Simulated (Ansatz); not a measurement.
Total energies of C₂H₆ClHfIO₂ (`C[O][Hf]([Cl])([I])[O]C`).

```xyz
13

C    -0.262   -2.009    1.786
O    -0.729   -1.037    0.906
Hf   -1.198    0.317   -0.323
Cl   -2.440   -0.648   -2.084
I    -2.619    2.247    1.006
O     0.362    1.105   -1.037
C     1.579    1.607   -1.490
H     0.830   -2.054    1.764
H    -0.583   -1.775    2.805
H    -0.661   -2.989    1.509
H     1.610    2.692   -1.351
H     2.409    1.158   -0.936
H     1.704    1.385   -2.554
```

Total charge 0; spin multiplicity 1. Correlated methods include outer-core shells of Hf, I, which these sets cover unevenly. Hf, I takes the def2 core potential. The structure was optimised at the PBE0-D4/def2-TZVP level. It is one conformer, not always the lowest. Basis def2-TZVPP, Ansatz 0.2.0.

RPA on PBE orbitals: Hartree–Fock energy of these orbitals -1032.90568 Eh, correlation -2.69149 Eh (frozen core).

```json
{"functional": "B97M-V", "energy without D4 (Eh)": "-1036.42449", "D4 term (kJ/mol)": "–"}
{"functional": "ωB97M-V", "energy without D4 (Eh)": "-1036.38686", "D4 term (kJ/mol)": "–"}
```

Question: Give the same for LDA (SPW92), PBE, revPBE, BLYP, r2SCAN, PBE0, B3LYP, r2SCANh, r2SCAN0, HSE06 (plane-wave form), BHLYP, CAM-B3LYP, LC-ωPBE, ωB97X-V, B2PLYP, PBE-QIDH. (An estimate is asked.)

Answer: Computed: 
```json
{"functional": "LDA (SPW92)", "energy without D4 (Eh)": "-1032.75613", "D4 term (kJ/mol)": "–"}
{"functional": "PBE", "energy without D4 (Eh)": "-1036.14203", "D4 term (kJ/mol)": "-30.2"}
{"functional": "revPBE", "energy without D4 (Eh)": "-1036.52017", "D4 term (kJ/mol)": "-73.1"}
{"functional": "BLYP", "energy without D4 (Eh)": "-1036.44741", "D4 term (kJ/mol)": "-61.2"}
{"functional": "r2SCAN", "energy without D4 (Eh)": "-1036.58407", "D4 term (kJ/mol)": "-8.4"}
{"functional": "PBE0", "energy without D4 (Eh)": "-1036.18327", "D4 term (kJ/mol)": "-26.7"}
{"functional": "B3LYP", "energy without D4 (Eh)": "-1036.72815", "D4 term (kJ/mol)": "-48.2"}
{"functional": "r2SCANh", "energy without D4 (Eh)": "-1036.54155", "D4 term (kJ/mol)": "-9.2"}
{"functional": "r2SCAN0", "energy without D4 (Eh)": "-1036.47989", "D4 term (kJ/mol)": "-10.1"}
{"functional": "HSE06 (plane-wave form)", "energy without D4 (Eh)": "-1036.16129", "D4 term (kJ/mol)": "-25.6"}
{"functional": "BHLYP", "energy without D4 (Eh)": "-1036.32092", "D4 term (kJ/mol)": "-44.1"}
{"functional": "CAM-B3LYP", "energy without D4 (Eh)": "-1036.47912", "D4 term (kJ/mol)": "-28.2"}
{"functional": "LC-ωPBE", "energy without D4 (Eh)": "-1036.38516", "D4 term (kJ/mol)": "–"}
{"functional": "ωB97X-V", "energy without D4 (Eh)": "-1036.41721", "D4 term (kJ/mol)": "–"}
{"functional": "B2PLYP", "energy without D4 (Eh)": "-1036.02897", "D4 term (kJ/mol)": "–"}
{"functional": "PBE-QIDH", "energy without D4 (Eh)": "-1035.84259", "D4 term (kJ/mol)": "–"}
```

B3LYP takes the VWN-RPA correlation (the form of Gaussian; ORCA's B3LYP/G). HSE06 is the plane-wave form, built on full-range PBE exchange. The double hybrids freeze the cores in their second-order part.

LC-ωPBE has ω = 0.4 bohr⁻¹.
